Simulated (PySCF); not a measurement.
Ligands exchanged one at a time, B OH-NH2. Isolated molecules, 0 K electronic values unless said otherwise. One relaxed conformer stands for each flexible species; it need not be the lowest. Strings in code marks are SMILES.

The S1–T1 gap (TDA) from two functionals at the same geometries (CAM-B3LYP-D3(BJ)/def2-TZVP), both in PySCF: PBE-D3(BJ)/def2-TZVP and CAM-B3LYP-D3(BJ)/def2-TZVP. Excitations are Tamm–Dancoff values on a coarser integration grid. The basis has no diffuse functions, so Rydberg states are missing or too high.

```json
[
 {"species": "0 of 3 OH replaced by NH2", "CAM-B3LYP-D3(BJ)/def2-TZVP (eV)": "0.35"},
 {"species": "1 of 3 OH replaced by NH2", "CAM-B3LYP-D3(BJ)/def2-TZVP (eV)": "0.35"},
 {"species": "2 of 3 OH replaced by NH2 (`OB(N)N` (N–B–O–H torsion 180°))", "CAM-B3LYP-D3(BJ)/def2-TZVP (eV)": "0.33"},
 {"species": "3 of 3 OH replaced by NH2", "CAM-B3LYP-D3(BJ)/def2-TZVP (eV)": "0.34"}
]
```

Q: What does PBE-D3(BJ)/def2-TZVP give for each?

A: 
- 0 of 3 OH replaced by NH2: 0.14
- 1 of 3 OH replaced by NH2: 0.21
- 2 of 3 OH replaced by NH2 (`OB(N)N` (N–B–O–H torsion 180°)): 0.18
- 3 of 3 OH replaced by NH2: 0.19
Over these rows, drawn at random from the members with no instability flagged (it was tested for open shells, ions and some series alone), PBE minus CAM-B3LYP-D3(BJ): mean -0.16 eV, from -0.21 eV to -0.14 eV.
